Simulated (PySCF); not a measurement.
Mapped SMILES: `[CH3:1][c:2]1[cH:3][cH:4][p:5][cH:6][c:7]1[CH3:8]`. Hydrogens are named by the atom that carries them.

Geometry: PBE0-D3(BJ)/def2-SVP; GIAO shifts from PySCF 2.14.0 with density-fitted response routines, gas phase, non-relativistic, averaged over equivalent atoms.

At KT2/pcSseg-1 (188 basis functions, 41 s wall time on 1 thread of an Arm Neoverse V1, shared host):
| atoms | δ (ppm) |
| --- | --- |
| C6 | 150.9 |
| C4 | 149.5 |
| C7 | 136.4 |
| C2 | 133.3 |
| C3 | 129.6 |
| C8 | 26.2 |
| C1 | 24.9 |
| P5 | 175.6 |
| H(C4) | 8.38 |
| H(C6) | 8.33 |
| H(C3) | 7.51 |
| H(C8) | 2.36 |
| H(C1) | 2.30 |

Chemical shifts δ = σref − σ; ¹³C (σ = 183.22 ppm) and ¹H (σ = 31.18 ppm) against TMS; ³¹P (σ = 325.43 ppm) vs H3PO4, all at this level.

**Question.** Predict the values at HF/pcSseg-1 on the same geometry.

**Answer.** 
| atoms | δ at HF/pcSseg-1 | change |
| --- | --- | --- |
| C6 | 169.7 | +18.8 |
| C4 | 169.6 | +20.1 |
| C7 | 151.6 | +15.2 |
| C2 | 146.7 | +13.4 |
| C3 | 144.2 | +14.6 |
| C8 | 23.7 | -2.5 |
| C1 | 22.2 | -2.7 |
| P5 | 229.2 | +53.6 |
| H(C4) | 8.82 | +0.44 |
| H(C6) | 8.72 | +0.39 |
| H(C3) | 7.93 | +0.42 |
| H(C8) | 2.46 | +0.10 |
| H(C1) | 2.44 | +0.14 |

Scale: ¹³C (190.85 ppm), ¹H (31.69 ppm) against TMS; ³¹P (356.22 ppm) vs H3PO4 (reference shieldings calculated alike).

The largest change is at P5 (phosphorus bonded to 2 C, in a 6-membered ring). Cost: 188 basis functions, 18 s wall time on 1 thread of an Arm Neoverse V1, shared host. The order of the carbon signals is the same at both levels.

Experimental scales use liquid or dissolved standards, which lie at an offset from isolated H3PO4.
